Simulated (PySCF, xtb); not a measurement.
C₂H₆BFO₂, SMILES COB(O)CF.

Geometry: PBE-D3(BJ)/def2-SVP. This is a generated structure with no PubChem entry under its InChIKey; it may be hypothetical. The values are those of a single conformer.

Method: PySCF with C-PCM-B3LYP/def2-SVP.

The values are the electrostatic part of the solvation free energy, E(continuum) − E(gas) at the gas-phase geometry, in a cavity of scaled van der Waals radii (PySCF's table); cavitation and dispersion terms are not included. In vacuum the orbital gap is 9.36 eV. The dipole moment in vacuum is 0.93 D.

Computed values in water (ε = 78.36), toluene (ε = 2.37), n-hexane (ε = 1.88):
```json
[
 {"solvent": "water", "ε": "78.36", "ΔG(elec) (kcal/mol)": "-4.3", "dipole (D)": "1.02", "gap (eV)": "9.40"},
 {"solvent": "toluene", "ε": "2.37", "ΔG(elec) (kcal/mol)": "-2.4", "dipole (D)": "0.98", "gap (eV)": "9.39"},
 {"solvent": "n-hexane", "ε": "1.88", "ΔG(elec) (kcal/mol)": "-2.0", "dipole (D)": "0.97", "gap (eV)": "9.38"}
]
```

For comparison, GFN2-xTB/ALPB(water) (xtb, at the GFN2-xTB geometry, all terms of that model) gives -5.6 kcal/mol.
